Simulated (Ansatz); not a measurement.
Gas-phase electronic energies from Ansatz, PBE0-D4/def2-TZVP geometries. CBS: MP2 limit from def2 TZ/QZ plus the TZ coupled-cluster correction, frozen cores. This one scheme is used for every species. DFT in def2-TZVPP. B3LYP here is the variant with VWN-RPA as its local correlation; programs differ in this. HSE06 is defined as in plane-wave codes. Open shells (•) are unrestricted, without spin–orbit coupling. Each species was taken in one conformer, which may not be the lowest.

`O=C=N[SiH2]O` → `[OH]`• + `O=C=N[SiH2]`•  (homolysis of the O–Si bond)

```tsv
level	ΔE (kJ/mol)	difference from CCSD(T)/CBS
LDA (SPW92)	615.3	53.4
PBE-D4	535.2	-26.7
BLYP-D4	526.0	-35.9
r2SCAN-D4	529.3	-32.6
B97M-V	539.8	-22.1
PBE0-D4	530.4	-31.5
B3LYP-D4	531.4	-30.5
r2SCAN0-D4	522.8	-39.1
HSE06-D4	530.6	-31.3
BHLYP-D4	523.1	-38.8
CAM-B3LYP-D4	544.8	-17.1
ωB97X-V	550.7	-11.2
ωB97M-V	556.9	-5.0
PBE-QIDH	547.3	-14.6
PBE	531.7	-30.2
revPBE	505.2	-56.7
BLYP	518.5	-43.4
r2SCAN	528.3	-33.6
PBE0	527.4	-34.5
r2SCANh	525.6	-36.3
r2SCAN0	521.7	-40.2
HSE06	527.9	-34.0
BHLYP	519.1	-42.8
CAM-B3LYP	541.8	-20.1
LC-ωPBE	537.7	-24.2
RPA@PBE/def2-TZVPP	514.6	-47.3
HF/def2-SVP	402.5	-159.4
MP2/def2-SVP	540.1	-21.8
CCSD/def2-SVP	506.3	-55.6
CCSD(T)/def2-SVP	511.1	-50.8
HF/def2-TZVPP	416.8	-145.1
MP2/def2-TZVPP	577.1	15.2
SCS-MP2/def2-TZVPP	565.0	3.1
CCSD/def2-TZVPP	536.4	-25.5
CCSD(T)/def2-TZVPP	545.3	-16.6
HF/def2-QZVPP	418.0	-143.9
SCS-MP2/def2-QZVPP	575.7	13.8
HF/CBS(def2)	418.2	-143.7
MP2/CBS(def2)	593.6	31.7
CCSD/CBS(def2)	552.9	-9.0
CCSD(T)/CBS	561.9	0
```

Largest T1 diagnostic among the species: 0.018.

Leaving LDA and LC-ωPBE aside and taking each functional with its dispersion term where it has one, the values, not all of them listed here, spread over 41.3 kJ/mol, from revPBE-D4 to ωB97M-V. LDA lies +83.6 kJ/mol from PBE without D4, its usual overbinding. From r2SCAN to r2SCAN0 (25 % exact exchange), in def2-TZVPP and without D4, ΔE moves by −6.6 kJ/mol: exact exchange takes away binding that semilocal exchange gives to molecules.
